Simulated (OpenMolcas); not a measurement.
## Rh2+: effect of the active space

```
Program             : OpenMolcas 26.06
Method              : CASSCF or its RAS form
Basis               : ANO-RCC-VTZP
Scalar Hamiltonian  : DKH2, point nucleus
Spin-orbit coupling : RASSI with atomic mean-field integrals over the reference wave functions, term energies averaged over their components
```

A. 7 electrons in 5 orbitals (4d); 2S+1 = 4 even, 10 roots; 2S+1 = 2 even, 40 roots; cost roughly 11 core-seconds
B. 7 electrons in 6 orbitals (4d 5s); 2S+1 = 6 even, 6 roots (5 in the spin-orbit step); 2S+1 = 4 even, 60 roots; 2S+1 = 2 even, 110 roots; cost about 80 core-seconds
C. 13 electrons in 8 orbitals (RAS1 4p, at most 2 holes; RAS2 4d); 2S+1 = 4 even, 10 roots; 2S+1 = 2 even, 40 roots; cost about 19 core-seconds
D. 7 electrons in 9 orbitals (RAS2 4d 5s; RAS3 5p, at most 2 electrons); 2S+1 = 4 even, 60 roots; 2S+1 = 6 even, 6 roots kept (CI in the orbitals of an earlier block, 5 in the spin-orbit step); 2S+1 = 2 even, 83 roots kept (CI in the orbitals of an earlier block); 2S+1 = 4 odd, 87 roots (49 in the spin-orbit step); 2S+1 = 6 odd, 15 roots kept (CI in the orbitals of an earlier block); 2S+1 = 2 odd, 45 roots kept (CI in the orbitals of an earlier block, 0 in the spin-orbit step); cost roughly 5 core-minutes
E. 7 electrons in 10 orbitals (4d 5d); 2S+1 = 4 even, 10 roots; 2S+1 = 2 even, 40 roots; cost roughly 70 core-seconds

Energies in cm-1 above 4d7 4F 9/2, the measured ground level; measured values from the list in Shadmi, J. Res. Natl. Bur. Stand. 70A, 435 (1966).

```json
{"Level": "4d7 4F 9/2", "A": "0.0", "B": "0.0", "C": "0.0", "D": "0.0", "E": "0.0", "Measured": "0.0"}
{"Level": "4d7 4F 7/2", "A": "2066", "B": "2215", "C": "2079", "D": "2188", "E": "2038", "Measured": "2148"}
{"Level": "4d7 4F 5/2", "A": "3432", "B": "3638", "C": "3423", "D": "3620", "E": "3372", "Measured": "3486"}
{"Level": "4d7 4F 3/2", "A": "4313", "B": "4537", "C": "4282", "D": "4538", "E": "4227", "Measured": "4322"}
{"Level": "4d7 4P 5/2", "A": "14980", "B": "14940", "C": "13766", "D": "14886", "E": "14531", "Measured": "11062"}
{"Level": "4d7 4P 3/2 [67 %]", "A": "15061", "B": "14602", "C": "13713", "D": "14989", "E": "14599", "Measured": "10997"}
{"Level": "4d7 2G 9/2", "A": "15551", "B": "13897", "C": "15476", "D": "15898", "E": "15316", "Measured": ""}
{"Level": "4d7 4P 1/2", "A": "16416", "B": "16331", "C": "15166", "D": "16426", "E": "15931", "Measured": ""}
{"Level": "4d7 2G 7/2", "A": "17617", "B": "15989", "C": "17460", "D": "18043", "E": "17377", "Measured": ""}
{"Level": "4d7 2H 11/2", "A": "20600", "B": "19214", "C": "21371", "D": "21377", "E": "20232", "Measured": ""}
{"Level": "4d7 2P 1/2", "A": "22508", "B": "21155", "C": "20702", "D": "22876", "E": "22215", "Measured": ""}
{"Level": "4d7 2D 5/2(1)", "A": "22529", "B": "20760", "C": "20336", "D": "22587", "E": "22117", "Measured": ""}
{"Level": "4d7 2H 9/2", "A": "22631", "B": "21320", "C": "23329", "D": "23507", "E": "22250", "Measured": ""}
{"Level": "4d7 2D 3/2(1) [67 %]", "A": "25986", "B": "24403", "C": "24037", "D": "26277", "E": "25653", "Measured": ""}
{"Level": "4d7 2F 5/2", "A": "34263", "B": "32584", "C": "33102", "D": "34680", "E": "33540", "Measured": ""}
{"Level": "4d7 2F 7/2", "A": "35245", "B": "33596", "C": "34113", "D": "35707", "E": "34567", "Measured": ""}
{"Level": "4d7 2D 3/2(2)", "A": "53444", "B": "52248", "C": "49309", "D": "54107", "E": "52064", "Measured": ""}
{"Level": "4d7 2D 5/2(2)", "A": "54438", "B": "53241", "C": "50562", "D": "55101", "E": "53234", "Measured": ""}
```

Deviations, from unrounded energies. A percentage is the sum of absolute deviations over the sum of measured energies, with the sign that they share, or ± where signs differ.

```csv
Against measurement,Levels,A,B,C,D,E
mean absolute deviation (cm-1),5,1600,1600,1100,1600,1500
fine structure of the ground term (%),3,-1.4,+4.4,-1.7,+3.9,-3.2
other terms of the ground configuration (%),2,+36.2,+33.9,+24.6,+35.4,+32.1
```

C lies closest to measurement on these levels and D furthest from it. The largest miss of C in the table is 4d7 4P 3/2 [67 %], by +2700 cm-1. The ranking rests on the paired levels alone, and a cruder setting can come out closer through cancelling errors.

Among A to E the level of the table that moves most is 4d7 2D 3/2(2), by 4800 cm-1 (lowest in C, highest in D).

Without dynamic correlation excited terms often stand tens of per cent too high (terms of higher spin than the ground term too low), and those without a measured partner can miss by more than the paired ones. Levels of configurations with an s electron are missing; early in the row they begin among the upper levels of the d shell and mix with terms of their name (holds for A). Some high roots are left out of the spin-orbit mixing, which shifts the levels that they would mix with (holds for B; D). Active for correlation alone: 4p; no level in the range computed is led by a configuration that opens it, so any true level of that kind is missing (holds for C). Terms from blocks run as CI alone lack orbitals of their own (holds for D). Active for correlation alone: 5d; no level in the range computed is led by a configuration that fills it, so any true level of that kind is missing (holds for E). Computed and measured levels are paired by configuration, term and J; levels that our copy of the source lacks, or whose pairing is in doubt (as where it misses far off the trend of its configuration), stay unpaired and out of the deviations. Only configurations of the active space appear. Levels that lie high or do not pair safely by name in every column are left out.

A share in square brackets marks a mixed level and gives the weight of the term that names it, the lowest over the columns. A number in round brackets counts repeated terms of one configuration in the order of the reference energies.
